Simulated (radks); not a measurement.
Species: Dy IV. Configuration: [Xe] 4f9. All-electron calculation, Dirac Kohn-Sham, LDA (Slater exchange, Perdew-Wang correlation), spin-unpolarised, spherical densities, finite nucleus; open shells fill j = l - 1/2 first; Fermi nuclear charge, rms radius 5.2218 fm. Program: a radial shooting solver on a logarithmic mesh with Libxc functionals.

Normalised radial functions P(r) = r R(r) (large component), r in bohr:

```
   r/bohr * 5s1/2, o 5p3/2 (the largest magnitude, 1.03, reaches the edge; | marks zero, & curves that meet)
 0.003064                             o  *
 0.004054                             o  *
 0.005321                             o   *
  0.00704                             |o  *
 0.009315                             |o  *
  0.01232                             | o *
  0.01618                             | o*
   0.0214                             | *o
  0.02832                            *|    o
  0.03747                         *   |     o
  0.04919                       *     |     o
  0.06508                      *      |    o
  0.08611                         *   |o
   0.1139                         o   |  *
   0.1495                     o       |        *
   0.1979                     o       |        *
   0.2618                            o|*
   0.3464                  *          |       o
   0.4583               *             |            o
   0.6016                          *  |     o
    0.796                     o       |               *
    1.053        o                    |                          *
    1.394    o                        |                        *
    1.829          o                  |              *
     2.42                   o         |     *
    3.202                         o   |*
    4.237                            o*
```

5s1/2: eigenvalue -78.404 eV, 4 radial nodes at r = 0.0256, 0.102, 0.265, 0.627 bohr, <r> = 1.27 bohr, 90 % of the charge inside 1.83 bohr. 5p3/2: eigenvalue -52.289 eV, 3 radial nodes at r = 0.0933, 0.272, 0.684 bohr, <r> = 1.51 bohr, 90 % of the charge inside 2.20 bohr.
